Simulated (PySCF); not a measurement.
Compound: C₂H₄B₂F₂Si.
Numbering: `[CH:1]#[C:2][B:3]([F:4])[BH:5][SiH2:6][F:7]` (hydrogens: H8 on C1; H9 on B5; H10, H11 on Si6)

Cartesian coordinates in Å at the PBE0-D3(BJ)/def2-SVP level; atoms count from 1:
```
atom  x, y, z in Å
C1     2.7823   -0.5241   -0.5159
C2     1.9239   -0.3951    0.3401
B3     0.7298   -0.2756    1.2934
F4     0.9036    0.1640    2.5357
B5    -0.7530   -0.6799    0.6150
Si6   -1.7916    0.7130   -0.3842
F7    -1.0002    2.1435   -0.3558
H8     3.5537   -0.6292   -1.2589
H9    -1.1970   -1.8058    0.6269
H10   -1.9891    0.3408   -1.8181
H11   -3.1249    0.9216    0.2612
```

Method used: PySCF, PBE0-D3(BJ)/def2-SVP geometry optimisation, gas phase.

Take the most abundant isotopes and a rigid rotor. The values belong to one conformer with, in the numbering `[CH:1]#[C:2][B:3]([F:4])[BH:5][SiH2:6][F:7]`, C2–B3–B5–Si6 -86°, B3–B5–Si6–F7 -1°.

(1) Give the principal moments of inertia and the rotational constants in GHz.

(2) What kind of rotor is it?

(3) What does the inertial defect say?

(4) Give the other two planar moments, Paa and Pbb, and the rms extents of the mass along the axes.

(5) List the rotational levels J(Ka,Kc) to J = 4 (MHz).

(6) Predict some low-J microwave lines.

(7) Estimate the classical rotational partition function at 10 K, 25 K and 100 K.

## Answers

(1) Ia = 179.43, Ib = 426.29, Ic = 488.06 u·Å²; 505379 MHz·u·Å²/I gives 2817, 1186 and 1035 MHz, that is A = 2.8166, B = 1.1855, C = 1.0355 GHz.

(2) An asymmetric top: κ = (2 × 1186 − 2817 − 1035)/(2817 − 1035) = -0.83.

(3) Not planar: Δ = Ic − Ia − Ib = -117.66 u·Å². For a rigid frame Δ = −2 Σ m c², so Σ m c² = 58.83 u·Å² lies off the ab plane: 7.15 from hydrogen and 51.68 from heavier atoms. The atom farthest from that plane is 2.37 Å away.

(4) Paa = Σ m a² = (Ib + Ic − Ia)/2 = 367.46 and Pbb = Σ m b² = (Ia + Ic − Ib)/2 = 120.60 u·Å². With the mass M = 116.02 u, the rms extents √(P/M) along a, b and c are 1.78, 1.02, 0.71 Å.

(5) Above 0(0,0):
J = 1: 1(0,1) 2221, 1(1,1) 3852, 1(1,0) 4002
J = 2: 2(0,2) 6653, 2(1,2) 8144, 2(1,1) 8594, 2(2,1) 13487, 2(2,0) 13497
J = 3: 3(0,3) 13277, 3(1,3) 14576, 3(1,2) 15476, 3(2,2) 20150, 3(2,1) 20199, 3(3,1) 28687, 3(3,0) 28687
J = 4: 4(0,4) 22065, 4(1,4) 23141, 4(1,3) 24639, 4(2,3) 29027, 4(2,2) 29172, 4(3,2) 37589, 4(3,1) 37592, 4(4,1) 49515, 4(4,0) 49515
The levels of one J sum to (2J + 1)J(J + 1)(A + B + C)/3.

(6) The dipole components are |μa| = 0.33 D, |μb| = 1.13 D, |μc| = 1.94 D. The squared components, which scale the intensities, stand as 0.03 : 0.34 : 1.00 (a : b : c). Some of the stronger lines:

| type | branch | J(Ka,Kc) | MHz | lower level (cm⁻¹) |
| --- | --- | --- | --- | --- |
| b | R | 4(2,2) ← 3(3,1) | 486 | 0.957 |
| b | Q | 4(1,3) ← 4(0,4) | 2574 | 0.736 |
| b | R | 3(0,3) ← 2(1,2) | 5133 | 0.272 |
| b | R | 2(1,2) ← 1(0,1) | 5923 | 0.074 |
| b | R | 4(0,4) ← 3(1,3) | 7489 | 0.486 |
| b | Q | 3(3,0) ← 3(2,1) | 8488 | 0.674 |
| b | R | 4(1,4) ← 3(0,3) | 9864 | 0.443 |
| c | R | 4(2,3) ← 3(1,3) | 14451 | 0.486 |
| c | R | 4(3,2) ← 3(2,2) | 17439 | 0.672 |
| b | R | 4(4,1) ← 3(3,0) | 20828 | 0.957 |

(7) Point group C1, symmetry number σ = 1; q = (√π/σ)·√((kT/h)³/(ABC)), k/h = 20836.6 MHz/K: 2870 at 10 K, 11300 at 25 K, 90700 at 100 K.

Whether it is a minimum is left open (no frequencies). Constants of a rigid frame at the computed geometry: no zero-point averaging, no centrifugal distortion. Quadrupole hyperfine structure (11B) is left out.
